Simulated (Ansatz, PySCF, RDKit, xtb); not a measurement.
Noncovalent pair: H2O (SMILES O) (first 3 atoms) with GeH4 (SMILES [GeH4]); geometry from B3LYP-D3(BJ)/def2-TZVP, rigid monomers moved along the line of their centres of mass till O1···Ge4 is 2.95 Å.
(charge 0, multiplicity 1):
```json
[
 {"atom": "O", "x (Å)": "0.2621", "y (Å)": "-0.1240", "z (Å)": "0.4007"},
 {"atom": "H", "x (Å)": "-0.6530", "y (Å)": "0.0334", "z (Å)": "0.1450"},
 {"atom": "H", "x (Å)": "0.7021", "y (Å)": "0.7273", "z (Å)": "0.3054"},
 {"atom": "Ge", "x (Å)": "-0.1270", "y (Å)": "-0.0505", "z (Å)": "3.3215"},
 {"atom": "H", "x (Å)": "-0.3569", "y (Å)": "0.0333", "z (Å)": "4.8430"},
 {"atom": "H", "x (Å)": "-0.5567", "y (Å)": "1.2875", "z (Å)": "2.6982"},
 {"atom": "H", "x (Å)": "-0.9801", "y (Å)": "-1.1900", "z (Å)": "2.7515"},
 {"atom": "H", "x (Å)": "1.3611", "y (Å)": "-0.3008", "z (Å)": "3.0531"}
]
```

```tsv
level	interaction energy (meV)	minus CCSD(T)/CBS(aug-cc-pVDZ, aug-cc-pVTZ)	cost
UFF	87.7	113.9	-
GFN1-xTB	-350.7	-324.5	-
GFN2-xTB	-253.0	-226.8	-
HF/3-21G (no counterpoise)	-267.7	-241.5	-
PBE/def2-TZVPPD	18.4	44.7	×1
B3LYP/3-21G (no counterpoise)	-413.7	-387.4	-
B3LYP/6-31G*	62.4	88.6	-
B3LYP/6-31G* (no counterpoise)	-81.2	-54.9	-
B3LYP-D3(BJ)/def2-TZVPPD	-13.1	13.1	×2
PBE0/def2-TZVPPD	12.1	38.3	×2
PBE0-D4/def2-TZVPPD	-19.6	6.7	×2
MP2/aug-cc-pVTZ	-12.0	14.2	-
CCSD(T)/aug-cc-pVTZ	-16.8	9.4	×100*
CCSD(T)/CBS(aug-cc-pVDZ, aug-cc-pVTZ)	-26.2	0.0	×100*
```

 The comparison column counts from a level with limits of its own.

The rows run from -413.7 (B3LYP/3-21G (no counterpoise)) to 87.7 meV (UFF). The dispersion term adds -31.7 in PBE0-D4.

Counterpoise-corrected where a basis set is named; no monomer relaxation. Rows marked so take none. RDKit's UFF carries no charges.

Frozen-core correlation. Filled d and f shells under p-block atoms count as core. CBS: X⁻³ extrapolation of the correlation energy, Hartree–Fock from the larger set. Rows in 3-21G, 6-31G* carry no dispersion term and start afresh at each structure (6-31G* with six Cartesian d functions); the Pople sets are all-electron and without relativity.

Codes used: Ansatz (a program for electronic structure) with Gaussian orbitals; PySCF for 3-21G rows, 6-31G* rows, the dispersion terms; RDKit for the force fields; xtb for the GFN methods. Each number belongs to the level named beside it.

Costs are rough ratios of core time to PBE/def2-TZVPPD (about 2.4 s over the structures, on one shared machine); a dash marks a level with no comparable run of its own. A star marks coupled-cluster runs past 200 virtual orbitals, where the program's memory plan changes under this machine's limit, so their costs aren't comparable with smaller runs.
